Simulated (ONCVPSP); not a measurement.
**Which setting gave this result? (Sb, ONCV)**

Base potential:

```
Element                 : antimony (Sb)
Generator               : ONCVPSP 4.0.1
Type                    : optimised norm-conserving Vanderbilt (ONCV)
Functional              : PBEsol
Relativity              : scalar-relativistic
Frozen core             : [Ar] 3d10
Valence charge          : 23
Reference configuration : 4s2 4p6 4d10 5s2 5p2 (charge +1)
Partial waves           : 4s+5s: rc 1.30 bohr, ncon 4, nbas 8, qcut 10.3 1/bohr, 2 projectors; 4p+5p: rc 1.55 bohr, ncon 3, nbas 6, qcut 11.1 1/bohr, 2 projectors; 4d: rc 1.50 bohr, ncon 3, nbas 8, qcut 8.3 1/bohr, 3 projectors, debl 3.2 Ha
Local potential         : polynomial inside 1.30 bohr (lpopt 4, dvloc0 0 Ha)
Core correction         : Teter function fitted to the true core (icmod 2), fcfact 0.4
```

Cutoffs, loose and tight: the cutoffs (Ha) at which the residual kinetic energy of the hardest occupied pseudo-wave falls to 1 and 0.1 mHa per electron. They do not see the model core or the augmentation charge, which bear on the density cutoff. Test errors are all-electron minus pseudo excitation energies from the reference, over the configurations 4s2 4p6 4d10 5s2 5p3; 4s2 4p6 4d10 5s2 5p1; 4s2 4p6 4d10 5s2 5p0; 4s2 4p5 4d10 5s2 5p3; variants that change the core or the reference have their own tests.

Only the scale of all radii but the core radius (base = 1) is moved:

| scale of all radii but the core radius (base = 1) | cutoff, loose | cutoff, tight | bound ghosts | largest test error (meV) |
| --- | --- | --- | --- | --- |
| 0.77 | 80 Ha | 206 Ha | none | -122 |
| 0.91 | 42 Ha | 126 Ha | none | -173 |
| 0.97 | 39 Ha | 58 Ha | none | -208 |
| 1.04 | 36 Ha | 42 Ha | none | -224 |
| 1.23 | 30 Ha | 37 Ha | none | -178 |
| 1.31 | 28 Ha | 35 Ha | none | -43 |

Question: One more run gave cutoff, loose: 32 Ha; cutoff, tight: 39 Ha; bound ghosts: none; largest test error (meV): -216. Which value of the scale of all radii but the core radius (base = 1) was used?

Answer: 1.14. The loose cutoff moves one way along this sweep, from 80 Ha at 0.77 to 28 Ha at 1.31, which places the run between 1.04 and 1.23.
